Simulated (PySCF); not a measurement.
A small calculation by hand: refractive index and permittivity of the vapour

CH₃BrGeO, SMILES C[O][Ge][Br] (connectivity only; charge and spin as stated), neutral, multiplicity 1.

Geometry: PBE0-D3(BJ)/def2-SVP. The structure was generated by enumeration; whether it is a known compound was not checked. Other conformers were not sampled.

PySCF with PBE/def2-TZVP gives a mean static polarisability of 69.5 bohr³ and a dipole moment of 1.43 D. Take an ideal gas at 298.15 K and 0.1 bar, whether or not the substance is that volatile.

### Question
Work out n − 1 in the optical limit and the static ε − 1.

### Answer

Polarisability volume α' = 69.5 × 0.148185 = 10.30 Å³. Number density N = p/kT = 2.43e-6 Å⁻³.
Dilute limit of Lorentz–Lorenz: n − 1 = 2π N α' = 0.00016.
Orientation term of Debye: μ²/(3kT) = 8.098 Å³ × μ²(D²) = 16.56 Å³.
ε − 1 = 4π N (α' + μ²/3kT) = 0.00082. Orientation of the dipole supplies 62 % of the static response; it can't follow optical fields. Vibrational polarisation and dispersion are left out.
